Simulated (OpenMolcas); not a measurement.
## Pd2+: ligand-field states by method

Pd2+ with its 6 nearest chloride ions at 2.69 Å, on the Na site of NaCl (a = 5.64056 Å, distance in the model lattice 2.820 Å). The rest of the host is ab initio model potentials to 7.6 Å, with orthogonalisation functions on the cations behind the ligands, and point charges beyond; the distance is set by hand and nothing relaxes, and no local charge compensation is placed. Ligand basis ANO-RCC-VDZP.
```
Pd    0.0000    0.0000    0.0000
Cl    2.6900    0.0000    0.0000
Cl    0.0000    2.6900    0.0000
Cl   -2.6900    0.0000    0.0000
Cl    0.0000   -2.6900    0.0000
Cl    0.0000    0.0000    2.6900
Cl    0.0000    0.0000   -2.6900
```

```json
{
 "Program": "OpenMolcas 26.06",
 "Basis": "ANO-RCC-VTZP [7s6p4d2f1g]",
 "Scalar Hamiltonian": "DKH2, point nucleus",
 "Active space": "8 electrons in 5 orbitals (4d)",
 "State averaging": "2S+1 = 3 even, 10 roots; 2S+1 = 1 even, 15 roots",
 "Spin-orbit coupling": "RASSI with atomic mean-field integrals over the reference wave functions"
}
```

I. CASSCF
II. SS-CASPT2, IPEA 0.25 Eh, imaginary shift 0.1 Eh (closed shells correlated: 4s 4p and the ligand valence shells)

Spin-free states (labels of O, the rotations of Oh) in cm-1, each column counted from its own energy of the first state listed:

```tsv
State	Degeneracy	I	II
3A2	1	0	0
3T2	3	7097	10160
3T1	3	11965	15070
1E	2	12441	6130
1T2	3	19494	17530
1A1	1	20122	12450
3T1	3	22400	22090
1T1	3	23639	20880
1E	2	30023	31500
1T2	3	30387	31440
1A1	1	52798	46140
```

From I to II, I's first state of the same spin (3T2) moves from 7097 to 10160 cm-1, by about +3100 cm-1.

From I to II, I's first state of another spin (1E) moves from 12441 to 6130 cm-1, by about -6300 cm-1.

χT at 300 K: I 1.68, II 1.50 cm3 K/mol.

Roots that are degenerate in the reference are averaged as groups; the widest CASPT2 spread within a group is 87 cm-1 (the 3-fold group of multiplicity 1 near 20900 cm-1 above the lowest state of its run, II). Shifts and gaps below about the spread of the groups concerned are not significant. Over all roots computed the reference weight is 0.65 to 0.67 in II; a low but even weight reflects the number of correlated electrons. Real 4d8 and 5d8 ions are as a rule square planar and diamagnetic. Ligand-to-metal charge-transfer states are missing. With no ligand orbital active B as a rule stays too high, so bands that hang on it stand too high and its fall with covalency is understated. Without dynamic correlation the repulsion within the d shell is too large (B by tens of per cent), so at a given field states of lower spin stand too high (holds for I). With metal d orbitals alone the field can be off either way by tens of per cent (holds for I). These CASPT2 states fit no ligand-field parameters well, so their order and spin gaps are uncertain (holds for II). With one d shell and no ligand orbital active, 10Dq can be off by a tenth or more (holds for II). No measured value stands beside these numbers; the geometry was set by hand and not optimised.
